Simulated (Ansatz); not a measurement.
Consider the formal exchange of groups at a C–B bond: `BC(F)([SiH3])[SiH3]` + SiH₄ → `FC([SiH3])([SiH3])[SiH3]` + BH₃.

Calculated with Ansatz (gas phase, PBE0-D4/def2-TZVP geometries, no zero-point term in ΔE). CCSD(T)/CBS is the MP2 limit (def2-TZVPP, def2-QZVPP) plus CCSD(T) − MP2 in def2-TZVPP, frozen cores. This one scheme is used for every species.

```json
{"level": "CCSD/def2-TZVPP", "ΔE (kJ/mol)": "49.3"}
{"level": "CCSD(T)/def2-TZVPP", "ΔE (kJ/mol)": "49.8"}
```

Problem. What does CCSD(T)/CBS give? (Best estimate.)

Solution. The calculation gave: +47.8 kJ/mol. The listed levels differ from it by 1.5, 2.0 kJ/mol.

Largest T1 diagnostic among the species: 0.014.

The D4 term adds −6.5 kJ/mol with B3LYP and −3.7 kJ/mol with PBE0; it sums over pairs of atoms, weighted by their polarisabilities, and B3LYP, whose exchange is more repulsive, gets the larger term. From PBE to PBE0 (25 % exact exchange), in def2-TZVPP and without D4, ΔE moves by −3.8 kJ/mol.

B3LYP here is the variant with VWN-RPA as its local correlation; programs differ in this.
